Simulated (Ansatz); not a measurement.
`C[B](F)[AlH2]` + H₂ → `F[BH][AlH2]` + CH₄ at 298.15 K and 1 bar (hydrogenolysis of a B–C bond).

Calculated with Ansatz (gas phase, PBE0-D4/def2-TZVP geometries, no zero-point term in ΔE). CBS: MP2 limit from def2 TZ/QZ plus the TZ coupled-cluster correction, frozen cores. This one scheme is used for every species.

```csv
species,CCSD(T)/CBS energy (Eh),H − E (kJ/mol),S (J/(mol·K))
`C[B](F)[AlH2]`,-407.68475,166.1,345.2
H₂,-1.17544,35.1,130.4
`F[BH][AlH2]`,-368.40257,87.5,294.1
CH₄,-40.46206,127.4,186.2
```

H − E and S are ideal-gas, rigid-rotor, harmonic terms from PBE0-D4/def2-TZVP, for one conformer and one mirror image of each species. The MP2-based limit puts H₂ 0.8 mEh under its directly extrapolated value; such offsets cancel only in part. 1 Eh = 2625.50 kJ/mol, R = 8.31446 J/(mol·K).

Problem. By hand: ΔE, ΔH, ΔS and ΔG.

Solution. ΔE = (-368.40257) + (-40.46206) − (-407.68475) − (-1.17544) = -0.00444 Eh = -11.7 kJ/mol. Δ(H − E) = 87.5 + 127.4 − 166.1 − 35.1 = 13.7, so ΔH = 2.0 kJ/mol. ΔS = 294.1 + 186.2 − 345.2 − 130.4 = 4.7 J/(mol·K). ΔG = 2.0 − 298.15 × (4.7)/1000 = 0.6 kJ/mol.

Problem. By hand: the equilibrium constant, and the temperature at which ΔG would vanish if ΔH and ΔS stayed fixed.

Solution. log₁₀ K = −ΔG/(RT ln 10) = -0.1. ΔG = 0 at ΔH/ΔS = 426 K, though so small a ΔH makes that figure unsure.

TΔS isn't small against ΔH here. The sign of ΔG lies within the doubt. A doubt of 5 kJ/mol in ΔE shifts log₁₀ K by 0.9 here. Other conformers and mirror images would add mixing entropy, several J/(mol·K) or more a flexible species. Modes under 60 cm⁻¹, often nearly free rotors, make the harmonic entropy too high. These are equilibria of isolated gas molecules and say nothing of rates. Largest T1 diagnostic: 0.014 (customary marks: 0.02 for closed shells, 0.045 for open ones).
